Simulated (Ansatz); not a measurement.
CH3F3NTa (`C[N]=[Ta]([F])([F])[F]`). Charge 0, multiplicity 1. Ta: def2 effective core potential.

Cartesian coordinates in Å:
```
C -0.7043 0.4647 1.3920
N -0.0904 0.0602 0.1784
Ta 0.6677 -0.4404 -1.3196
F 2.4012 -1.0438 -0.9104
F 0.7204 1.0528 -2.4615
F -0.3755 -1.8211 -2.0556
H -0.9876 1.5214 1.3525
H -0.0233 0.3277 2.2381
H -1.6082 -0.1216 1.5860
```

**Question.** List the harmonic frequencies (cm⁻¹, unscaled) at PBE0-D4/def2-TZVP in Ansatz. (An estimate is asked.)

**Answer.** Computed: 48, 121, 121, 169, 169, 195, 319, 319, 628, 669, 669, 674, 1113, 1113, 1401, 1448, 1476, 1476, 3021, 3090, 3090.

**Question.** Is this a minimum?

**Answer.** Yes, all 21 modes are real.

**Question.** Give the ideal-gas thermochemistry at 298.15 K and 1 bar (rigid rotor, harmonic oscillator; point group C3v, symmetry number 3).

**Answer.** Zero-point energy 127.6 kJ/mol; H(298) − E = 151.7 kJ/mol; entropy 380.9 J/(mol·K), of which translation 178.5, rotation 108.7, vibration 93.6; G(298) − E = 38.1 kJ/mol. Modes under 100 cm⁻¹ are hindered rotations or soft bends, so the harmonic entropy is rough.

**Question.** And at 400, 500, 600, 800 and 1000 K?

**Answer.** 
```
T (K)  H − E (kJ/mol)  S (J/mol/K)  G − E (kJ/mol)
  400           164.0        416.4            -2.5
  500           177.5        446.3           -45.7
  600           191.9        472.6           -91.7
  800           223.2        517.6          -190.8
 1000           256.9        555.1          -298.2
```
